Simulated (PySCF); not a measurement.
**Computed structure and properties of [Pr(H2O)2]3+**

System: [Pr(H2O)2]3+ (singlet in the valence; each metal's 4f electrons, 2 of them, lie in its core potential, out of spins and levels); start: displaced along the imaginary mode (C1). Method: PySCF 2.14.0, RKS PBE0, Pr lcecp-1-SVP with ECP48, O def2-SVP, H def2-SVP; non-relativistic Hamiltonian with scalar-relativistic core potentials where named; density fitting; no spin-orbit coupling.

Input of the relaxation:

```python
mol = gto.M(atom='''
Pr     0.04860     0.00140     0.00000
O     -0.18320    -0.00523     2.36068
H      0.29961     0.54579     3.03241
H     -0.78928    -0.54310     2.93579
O     -0.18320    -0.00529    -2.36068
H      0.29912    -0.55987    -3.02972
H     -0.78976     0.52902    -2.93849''',
    basis={'Pr': 'lcecp-1-SVP', 'O': 'def2-SVP', 'H': 'def2-SVP'},
    ecp={'Pr': 'lcecp-1-SVP'},
    charge=3, spin=0)
mf = dft.RKS(mol, xc='PBE0')
mf.grids.atom_grid = (50, 194)  # f atoms: unpruned, at least (60, 302)
mf = mf.density_fit()  # fitting sets: Pr AutoAux, O def2-universal-JKFIT, H def2-universal-JKFIT
mf.conv_tol = 1e-08; mf.max_cycle = 55
mf.kernel(dm0)  # dm0: converged density of the start geometry
# quasi-Newton relaxation in Cartesian coordinates to a largest gradient under 0.00045 Eh/bohr, steps kept in the point group
```

Run from Python with OMP_NUM_THREADS=2; the lines above give its settings. Where DIIS fails, smearing, a level shift and second-order steps follow.
It took 94 s on 2 threads of Intel(R) Xeon(R) 6975P-C (Granite Rapids) (shared host), from the converged density of the start.

Course of the relaxation:

| step | energy above end (eV) | largest force component within the symmetry (eV/Å) |
| --- | --- | --- |
| 0 | 0.1968 | 0.113 |
| 1 | 0.1942 | 0.067 |
| 2 | 0.1919 | 0.184 |
| 3 | 0.1880 | 0.138 |
| 4 | 0.1831 | 0.170 |
| 5 | 0.1763 | 0.206 |
| 6 | 0.1665 | 0.238 |
| 7 | 0.1526 | 0.428 |
| 40 | 0.0004 | 0.063 |
| 41 | 0.0003 | 0.040 |
| 42 | 0.0002 | 0.015 |
| 43 | 0.0001 | 0.063 |
| 44 | 0.0001 | 0.034 |
| 45 | 0.0000 | 0.011 |
(The steps between are left out.)

Relaxed geometry (C1, nearly C2):

```xyz
7

Pr    1.0713    0.0508   -0.0018
O    -0.1783    0.0705    1.9537
H     0.1442    0.2175    2.8808
H    -1.1502   -0.0743    2.0839
O    -0.1794   -0.0803   -1.9528
H     0.1429   -0.2928   -2.8668
H    -1.1485    0.0714   -2.0970
```

| contact | Å |
| --- | --- |
| Pr1–O2 (H2O) | 2.321 |
| Pr1–O5 (H2O) | 2.321 |

On the finer grid (75, 302):

```json
{"HOMO": "-26.03 eV", "LUMO": "-18.29 eV", "Dipole about the centre of mass": "2.44 D", "Set of Mulliken populations of Pr1 outside the core potential": "s 2.06, p 6.08, d 0.53, f 0.04", "D3(BJ) dispersion energy (not in the energies)": "-0.082 eV"}
```

| atom | Mulliken (e) | Löwdin (e) | spin (e) |
| --- | --- | --- | --- |
| Pr1 | 2.29 | 2.09 | 0.00 |
| O2 | -0.33 | 0.02 | 0.00 |
| H3 | 0.35 | 0.22 | 0.00 |
| H4 | 0.34 | 0.22 | 0.00 |
| O5 | -0.33 | 0.02 | 0.00 |
| H6 | 0.34 | 0.22 | 0.00 |
| H7 | 0.34 | 0.22 | 0.00 |

The 4f levels lie in the core potential and are missing. Their spin isn't counted.

On the grid (50, 194), as all that follows. Harmonic modes: a minimum within the noise of the softest modes; lowest 48 cm⁻¹ (negative: unstable), highest 3558 cm⁻¹, zero-point energy 1.318 eV.

Taking off one H2O (charge 0, singlet; the rest: singlet) in vacuum, both parts rigid, costs 4.02 eV; the small basis without counterpoise inflates it. Parting with an electron moved from the ligand to the metal can be far cheaper, even downhill.

Rigid scan of H2O along the line from its metal:

distance to O2 (Å), energy (eV) and a bar:
```
     2.02      0.713 ##############################
     2.12      0.273 ###########
     2.22      0.059 ##
     2.32      0.000 
     2.42      0.044 ##
     2.52      0.155 #######
     2.72      0.484 ####################
```

One start shape was tried, so this needn't be the lowest isomer.

An lcecp potential fixes the number of 4f electrons, so in runs with it no electron can move into or out of that shell.
